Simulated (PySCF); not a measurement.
A structure optimised at PBE-D3(BJ)/def2-TZVPD, used in a PySCF frequency run:

```
Ca
F 1 1.8794
```
Charge +1, spin multiplicity 1.

Q: Write its SMILES, formula and point group.

A: [F][Ca+], CaF, C∞v

Q: What are its rotational constants (standard atomic weights)?

A: 11.101 GHz (linear rotor, B only)
